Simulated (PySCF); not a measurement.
## Dipole response of Co¹³⁺ (cobalt, charge +13)

[Ne] 3s2 3p2, high-spin 3P determinant. Calculation: PySCF 2.14, in an even-tempered Gaussian basis (19 s from 0.81 bohr⁻², ratio 2.5; 12 p from 1.1 bohr⁻², ratio 2.5; 5 d from 5.6 bohr⁻², ratio 2.7; 4 f from 8.5 bohr⁻², ratio 2.7); the spin-free X2C one-electron Hamiltonian (Gaussian nucleus). Coupled (time-dependent) response in atomic units; α is the mean over directions.

| method | mean α (bohr³) | α xx, yy, zz | C₆ (like pair) | S(−4) |
| --- | --- | --- | --- | --- |
| UHF | 0.2537 | 0.3065, 0.2272, 0.2272 | 0.1063 | 0.08073 |
| PBE0 | 0.2442 | 0.2993, 0.2166, 0.2166 | 0.1011 | 0.07280 |

S(−4) is the Cauchy moment in α(ω) = α(0) + S(−4) ω² + …

α(iu) at PBE0:

```
u (hartree)  α(iu) (bohr³)
          0         0.2441
      0.200         0.2413
      0.400         0.2332
      0.800         0.2070
       1.20         0.1769
       1.60         0.1496
       2.00         0.1270
       3.00        0.08795
       4.00        0.06490
       6.00        0.04091
       10.0        0.02290
```

For an ion, C₆ is the dispersion term alone; charge-induced terms of lower order in 1/R come first.

The components differ because the open shell of this determinant is not spherical; for a pure term their mean is the scalar polarisability.
